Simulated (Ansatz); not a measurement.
The lowest singlet and triplet of C3H4O (SMILES [CH2]C([CH2])=O); geometries from B3LYP-D3(BJ)/def2-TZVP, each state relaxed from the structure named, with no frequency check, low spin by broken symmetry.
Singlet (charge 0, multiplicity 1):
```csv
atom,x (Å),y (Å),z (Å)
C,1.0480,-0.7261,0.5361
C,0.0212,0.1193,-0.0339
C,-1.2692,-0.5183,-0.1828
O,0.2294,1.2902,-0.3664
H,2.0416,-0.3231,0.6801
H,0.8491,-1.7499,0.8221
H,-2.0906,0.0475,-0.6018
H,-1.4349,-1.5451,0.1135
```
Triplet (charge 0, multiplicity 3):
```json
[
 {"atom": "C", "x (Å)": "1.0961", "y (Å)": "-0.7167", "z (Å)": "0.4957"},
 {"atom": "C", "x (Å)": "0.0109", "y (Å)": "0.0647", "z (Å)": "-0.0163"},
 {"atom": "C", "x (Å)": "-1.2984", "y (Å)": "-0.4875", "z (Å)": "-0.1927"},
 {"atom": "O", "x (Å)": "0.2144", "y (Å)": "1.2757", "z (Å)": "-0.3210"},
 {"atom": "H", "x (Å)": "2.0618", "y (Å)": "-0.2464", "z (Å)": "0.6072"},
 {"atom": "H", "x (Å)": "0.9752", "y (Å)": "-1.7555", "z (Å)": "0.7710"},
 {"atom": "H", "x (Å)": "-2.0780", "y (Å)": "0.1499", "z (Å)": "-0.5829"},
 {"atom": "H", "x (Å)": "-1.5250", "y (Å)": "-1.5162", "z (Å)": "0.0522"}
]
```

```json
[
 {"level": "R-HF/cc-pVDZ", "gap E(singlet) − E(triplet), adiabatic (kcal/mol)": "59.10", "cost": "-"},
 {"level": "U-HF/cc-pVDZ (spin-contaminated)", "gap E(singlet) − E(triplet), adiabatic (kcal/mol)": "14.14", "cost": "-"},
 {"level": "R-SVWN5/def2-TZVPP", "gap E(singlet) − E(triplet), adiabatic (kcal/mol)": "-1.22", "cost": "×0.4"},
 {"level": "U-PBE/def2-TZVPP (spin-contaminated)", "gap E(singlet) − E(triplet), adiabatic (kcal/mol)": "-2.40", "cost": "×2"},
 {"level": "U-r2SCAN/def2-TZVPP (spin-contaminated)", "gap E(singlet) − E(triplet), adiabatic (kcal/mol)": "0.58", "cost": "×1"},
 {"level": "R-B3LYP/def2-TZVPP", "gap E(singlet) − E(triplet), adiabatic (kcal/mol)": "11.52", "cost": "×0.2"},
 {"level": "R-PBE0/def2-TZVPP", "gap E(singlet) − E(triplet), adiabatic (kcal/mol)": "16.16", "cost": "×0.2"},
 {"level": "R-BHLYP/def2-TZVPP", "gap E(singlet) − E(triplet), adiabatic (kcal/mol)": "24.35", "cost": "×0.2"},
 {"level": "U-BHLYP/def2-TZVPP (spin-contaminated)", "gap E(singlet) − E(triplet), adiabatic (kcal/mol)": "4.49", "cost": "×0.5"},
 {"level": "R-wB97X-V/def2-TZVPP", "gap E(singlet) − E(triplet), adiabatic (kcal/mol)": "18.43", "cost": "×0.8"},
 {"level": "R-wB97M-V/def2-TZVPP", "gap E(singlet) − E(triplet), adiabatic (kcal/mol)": "15.33", "cost": "×0.7"},
 {"level": "R-B2PLYP/def2-TZVPP", "gap E(singlet) − E(triplet), adiabatic (kcal/mol)": "7.46", "cost": "×0.3"},
 {"level": "U-B2PLYP/def2-TZVPP (spin-contaminated)", "gap E(singlet) − E(triplet), adiabatic (kcal/mol)": "-0.48", "cost": "×0.9"},
 {"level": "R-MP2/cc-pVDZ", "gap E(singlet) − E(triplet), adiabatic (kcal/mol)": "3.00", "cost": "-"},
 {"level": "U-MP2/cc-pVDZ (spin-contaminated)", "gap E(singlet) − E(triplet), adiabatic (kcal/mol)": "-5.83", "cost": "-"},
 {"level": "R-CCSD/cc-pVDZ", "gap E(singlet) − E(triplet), adiabatic (kcal/mol)": "17.21", "cost": "-"},
 {"level": "U-CCSD(T)/cc-pVDZ (spin-contaminated)", "gap E(singlet) − E(triplet), adiabatic (kcal/mol)": "1.67", "cost": "×0.7"},
 {"level": "SC-NEVPT2 on SA-CASSCF(4,4)/cc-pVDZ", "gap E(singlet) − E(triplet), adiabatic (kcal/mol)": "2.73", "cost": "-"},
 {"level": "FIC-NEVPT4(SD) on SA-CASSCF(4,4)/cc-pVDZ", "gap E(singlet) − E(triplet), adiabatic (kcal/mol)": "2.89", "cost": "-"},
 {"level": "FIC-MRCISD+Q on SA-CASSCF(4,4)/cc-pVDZ", "gap E(singlet) − E(triplet), adiabatic (kcal/mol)": "3.26", "cost": "-"}
]
```

The rows run from -5.83 (U-MP2/cc-pVDZ (spin-contaminated)) to 59.10 kcal/mol (R-HF/cc-pVDZ). In cc-pVDZ (spin-contaminated) the value moves U-HF 14.14, U-MP2 -5.83, U-CCSD(T) 1.67, a shift of -12.48 from U-HF to U-CCSD(T). The 7 R-functionals in def2-TZVPP without D3 or D4 span 25.57, from R-SVWN5 to R-BHLYP.

A positive gap puts the triplet lower; no zero-point energy. R- takes a restricted singlet, here one determinant of a half-filled degenerate or near-degenerate pair, which mixes singlet states. U- takes an unrestricted singlet (broken symmetry where lower, unprojected). The triplet is unrestricted in single-reference levels. Active spaces average the two states.

Correlated levels freeze the cores.

Doubts at one or more of the structures used: a restricted determinant that unrestricted orbitals would lower (R-HF/cc-pVDZ, R-SVWN5/def2-TZVPP, R-B3LYP/def2-TZVPP, R-PBE0/def2-TZVPP, R-BHLYP/def2-TZVPP, R-wB97X-V/def2-TZVPP, R-wB97M-V/def2-TZVPP, R-B2PLYP/def2-TZVPP, R-MP2/cc-pVDZ, R-CCSD/cc-pVDZ); a spin-contaminated determinant (R-HF/cc-pVDZ, R-MP2/cc-pVDZ, R-CCSD/cc-pVDZ).

Codes used: Ansatz (Gaussian basis) for Hartree–Fock, density functionals and correlated methods. 

Costs are rough ratios of core time to R-PBE/def2-TZVPP (about 40 s over the structures, on one shared machine); a dash marks a level with no comparable run of its own. 

Measured: singlet 1A1 below triplet 3B2 by 55 ± 2 meV = 1.3 kcal/mol (with zero-point energy) [Ichino et al. (2011)].

Ansatz is a first-principles code.
